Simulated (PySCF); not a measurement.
HO4S, SMILES [O]S(O)(=O)=O (connectivity only; charge and spin as stated), charge -1, multiplicity 1.

Coordinates come from a PBE0-D3(BJ)/def2-SVPD optimisation. The multiplicity is an assumed one; other spin states were not compared. The isomer is the one that the SMILES or the coordinates give; other isomers of the formula were not compared. Other conformers were not sampled.

Two levels are set side by side: PBE/def2-SVPD (PySCF) and M06-2X/def2-SVPD (PySCF). Same geometry, gas phase. Differences are taken from unrounded values.

```csv
quantity,M06-2X,PBE,PBE minus M06-2X
orbital gap (eV),8.55,4.49,-4.06
highest occupied level (eV),-4.31,-1.03,3.28
lowest empty level (eV),4.24,3.46,-0.78
mean polarisability (bohr³),40.5,46.1,5.6
```

PBE's occupied levels lie high since its potential decays too fast outside the molecule; exact exchange lowers them and widens the gap. PBE's more diffuse valence density responds more strongly to a field. Differences between two approximate levels are no errors against the true value.

Rough cost on one machine, each run with all the roots and properties that it gave: M06-2X against PBE about 4 times.
